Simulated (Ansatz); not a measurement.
C2H8Sn, SMILES [CH3][SnH2][CH3].

The structure is a stationary point at B3LYP-D3(BJ)/def2-SVP. The def2 effective core potentials stand for the cores of Sn; spin–orbit coupling is left out.

Two levels are set side by side: PBE/def2-SVPD (Ansatz, a program for electronic structure) and PBE0/def2-SVPD (Ansatz). Energy differences of separate SCF runs at the same geometry; the states with an electron removed or added have multiplicity 2 and 2. Differences are taken from unrounded values.

| quantity | PBE0 | PBE | PBE minus PBE0 |
|---|---|---|---|
| vertical ionisation energy (eV) | 10.00 | 9.83 | -0.17 |
| vertical singlet–triplet gap (eV) | 6.67 | 6.41 | -0.26 |
